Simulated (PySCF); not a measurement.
1-bromo-3-chloropropa-1,2-diene (C3H2BrCl), SMILES ClC=C=CBr. Heavy atoms are numbered as in [Cl:1][CH:2]=[C:3]=[CH:4][Br:5]. Hydrogens are named by the atom that carries them.

Coordinates come from a B3LYP-D3(BJ)/def2-SVP optimisation.

Method: PBE/def2-TZVP in PySCF.

Atomic charges (e), one atom of each kind:

```csv
atom,meta-Löwdin,Mulliken
Cl1,-0.02,-0.06
C2 (CH),-0.13,-0.11
C3,-0.01,0.03
C4 (CH),-0.16,-0.15
Br5,0.00,-0.03
H on C2,0.16,0.16
H on C4,0.16,0.16
```

Computed Mayer and Wiberg (Löwdin basis) orders of the bonds:
```tsv
bond	Mayer	Wiberg
Cl1–C2	1.16	1.70
C2–C3	1.87	2.08
C3–C4	1.91	2.11
C4–Br5	1.11	1.60
```
